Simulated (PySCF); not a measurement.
Does the answer move with the share of exact exchange?

Compound: C2H7BCl2Si.
Numbering: `[CH3:1][CH2:2][SiH2:3][B:4]([Cl:5])[Cl:6]` (hydrogens: H7, H8, H9 on C1; H10, H11 on C2; H12, H13 on Si3)

Torsions of this conformer, `[CH3:1][CH2:2][SiH2:3][B:4]([Cl:5])[Cl:6]`: C1–C2–Si3–B4 -57°, C2–Si3–B4–Cl5 -85°.

PySCF, pcSseg-1 basis, density fitting, gas phase, PBE0-D3(BJ)/def2-SVP geometry. One functional is left out:

```json
{"functional": "B97-D", "exact exchange (%)": "0", "HOMO energy (eV)": "-6.87", "LUMO energy (eV)": "-2.80", "dipole moment (D)": "1.230"}
{"functional": "BLYP", "exact exchange (%)": "0", "HOMO energy (eV)": "-6.71", "LUMO energy (eV)": "-2.75", "dipole moment (D)": "1.161"}
{"functional": "BP86", "exact exchange (%)": "0", "HOMO energy (eV)": "-6.98", "LUMO energy (eV)": "-3.06", "dipole moment (D)": "1.251"}
{"functional": "LDA", "exact exchange (%)": "0", "HOMO energy (eV)": "-6.97", "LUMO energy (eV)": "-3.21", "dipole moment (D)": "1.268"}
{"functional": "OPBE", "exact exchange (%)": "0", "HOMO energy (eV)": "-6.85", "LUMO energy (eV)": "-2.89", "dipole moment (D)": "1.259"}
{"functional": "PBE", "exact exchange (%)": "0", "HOMO energy (eV)": "-6.86", "LUMO energy (eV)": "-2.97", "dipole moment (D)": "1.216"}
{"functional": "B3LYP", "exact exchange (%)": "20", "HOMO energy (eV)": "-7.90", "LUMO energy (eV)": "-2.25", "dipole moment (D)": "1.240"}
{"functional": "B97-2", "exact exchange (%)": "21", "HOMO energy (eV)": "-7.90", "LUMO energy (eV)": "-2.12", "dipole moment (D)": "1.299"}
{"functional": "PBE0", "exact exchange (%)": "25", "HOMO energy (eV)": "-8.14", "LUMO energy (eV)": "-2.13", "dipole moment (D)": "1.302"}
{"functional": "BHandHLYP", "exact exchange (%)": "50", "HOMO energy (eV)": "-9.30", "LUMO energy (eV)": "-1.07", "dipole moment (D)": "1.345"}
```

Q: Predict the row of mPW1PW91 (25 % exact exchange) by straight lines through the other rows, and check it.

A: 
```tsv
property	line	computed	computed − line	PBE0 (25 %), for comparison
HOMO energy (eV)	-8.10	-8.17	-0.07	-8.14
LUMO energy (eV)	-2.03	-2.14	-0.11	-2.13
dipole moment (D)	1.288	1.310	+0.022	1.302
```

Q: Which of these properties follows the share of exact exchange most closely, and which least?

A: Most closely the HOMO energy, least the dipole moment; the correlations over the tabulated rows are HOMO energy -0.996, LUMO energy 0.978, dipole moment 0.770. The HOMO energy moves by -0.490 eV for every 10 %. Functionals with the same share still differ in their other parts: at 0 % BLYP and BP86 differ by 0.27 eV in it.
